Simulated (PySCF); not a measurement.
PySCF job for Cl2HSi, SMILES Cl[SiH]Cl, multiplicity 2, IEF-PCM-M06-2X/def2-SVP. Geometry optimised at TPSSh-D3(BJ)/def2-TZVP. The isomer is the one that the SMILES or the coordinates give; other isomers of the formula were not compared.

```python
import numpy as np
from pyscf import gto, scf, dft
from pyscf.solvent import pcm

mol = gto.M(
    atom='''
    Cl   -0.02417400    0.37662175   -1.68444027
    Si    0.13096724   -0.79046124   -0.00000000
    Cl   -0.02417400    0.37662175    1.68444027
    H    -1.01162532   -1.73868207   -0.00000000
    ''',
    basis='def2-SVP',
    charge=0,
    spin=1,
    max_memory=1600,
    verbose=3,
)
mf = dft.UKS(mol, xc='m06-2x').density_fit(auxbasis='def2-universal-jkfit')
mf.grids.level = 4
mf.conv_tol = 1e-9
mf.max_cycle = 100
mf.kernel()
fine, coarse = mf.grids, dft.Grids(mol).set(level=1).build(with_non0tab=True)
for _ in range(3):  # follow internal instabilities
    mf.grids = coarse
    mo, _, stable, _ = mf.stability(return_status=True, nroots=4)
    mf.grids = fine
    if stable:
        break
    mf.kernel(mf.make_rdm1(mo, mf.mo_occ))
res = {}
for name, eps in {'water': 78.355, 'acetonitrile': 35.688, 'chlorobenzene': 5.6968}.items():
    s = mf.PCM()
    s.with_solvent.method, s.with_solvent.eps, s.with_solvent.lebedev_order = 'IEF-PCM', eps, 29
    s.kernel(mf.make_rdm1())
    res[name] = (s.e_tot, eps, s.dip_moment(), s.mo_energy, s.converged)
    print(f'{name}: electrostatic solvation free energy {(s.e_tot - mf.e_tot) * 627.509474:.3f} kcal/mol')
```

It prints:

```

WARN: HOMO -0.16842546950842 >= LUMO -0.168425469508424

converged SCF energy = -1210.11479134431  <S^2> = 0.75210883  2S+1 = 2.0021077
<class 'pyscf.df.df_jk.DFUKS'> wavefunction is stable in the internal stability analysis

WARN: PCM is an experimental feature. It is still in testing.
Features and APIs may be changed in the future.

converged SCF energy = -1210.11681595415  <S^2> = 0.75206292  2S+1 = 2.0020619
Dipole moment(X, Y, Z, Debye):  0.17986, -1.78736,  0.00000
water: electrostatic solvation free energy -1.270 kcal/mol

WARN: PCM is an experimental feature. It is still in testing.
Features and APIs may be changed in the future.

converged SCF energy = -1210.11676443868  <S^2> = 0.75206405  2S+1 = 2.002063
Dipole moment(X, Y, Z, Debye):  0.18014, -1.77616, -0.00000
acetonitrile: electrostatic solvation free energy -1.238 kcal/mol

WARN: PCM is an experimental feature. It is still in testing.
Features and APIs may be changed in the future.

converged SCF energy = -1210.11631602386  <S^2> = 0.75207397  2S+1 = 2.0020729
Dipole moment(X, Y, Z, Debye):  0.18214, -1.67983,  0.00000
chlorobenzene: electrostatic solvation free energy -0.957 kcal/mol
```

Self-consistency was reached.

Cost: very roughly 50 core-seconds.
